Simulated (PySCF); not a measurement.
Two-component Hartree-Fock for Ta+ (tantalum, charge +1)

Start: [Xe] 4f14 5d2 6s1 7s1; 5d5/2 filled at m_j = +3/2, +5/2; 6s1/2 filled at m_j = +1/2; 7s1/2 filled at m_j = +1/2. Calculated with PySCF 2.14 in x2c-SVPall-2c with one added diffuse shell each of s, d type (8s9p10d2f, 99 functions): generalised Hartree-Fock with the X2C-1e Hamiltonian and a Gaussian nucleus; one run each with spin-orbit coupling (SO) switched off, then screened by Boettger's factors. This is a chosen level, not necessarily the ground level.

```csv
spinor shell,electrons,"ε, spin-free (eV)","ε, screened SO (eV)",weight of nominal j (screened SO),"rms radius, screened SO (bohr)"
1s1/2,2,-67786.7,-67767.1,1.000,0.0212
2s1/2,2,-11798.9,-11792.9,1.000,0.0853
2p1/2,2,-10344.8,-11251.4,1.000,0.0726
2p3/2,4,-10344.8,-9974.9,1.000,0.0799
3s1/2,2,-2775.8,-2773.9,1.000,0.218
3p1/2,2,-2335.6,-2533.3,1.000,0.210
3p3/2,4,-2335.6,-2253.7,1.000,0.225
3d3/2,4,-1816.5,-1851.7,1.000,0.199
3d5/2,6,-1816.5,-1791.4,1.000,0.203
4s1/2,2,-609.64,-609.17,1.000,0.488
4p1/2,2,-462.58,-508.49,1.000,0.497
4p3/2,4,-462.58,-443.59,1.000,0.530
4d3/2,4,-270.59,-277.71,1.000,0.557
4d5/2,6,-270.59,-265.59,1.000,0.569
5s1/2,2,-101.86,-101.87,1.000,1.18
5p1/2,2,-62.597,-68.517,0.981,1.36
5p3/2,4,-62.597,-60.219,0.989,1.40
4f5/2,6,-55.531,-56.484,0.989,0.699
4f7/2,8,-55.531,-54.615,0.992,0.704
5d5/2,2,-22.371,-22.154,0.827,2.11
6s1/2,1,-18.478,-18.506,0.994,3.17
7s1/2,1,-6.137,-6.137,0.999,7.29
```

| quantity | spin-free | screened SO |
| --- | --- | --- |
| E (hartree) | -15591.68994 | -15608.93928 |
| M_J | 5 | 5 |
| ⟨J²⟩ | 30.008 | 30.030 |
| ⟨L²⟩ | 12.006 | 12.372 |
| ⟨S²⟩ | 6.001 | 5.972 |

Each row is a mean over spinors that exchange with the open shell spreads, by up to 5.468 eV (5p3/2).

Rows whose weight is well below 1 are mixtures of j = l ± 1/2: exchange outweighs spin-orbit coupling there, and the label is only the starting occupation.

Breit and QED terms are absent; they matter most for the inner s and p1/2 levels.

Densities and radii are taken from the X2C orbitals without a picture-change correction, which distorts them close to the nucleus.

Without spin-orbit coupling the j labels of p, d and f shells carry no meaning; the spin-free column gives the mean over the occupied spinors of each nl shell.
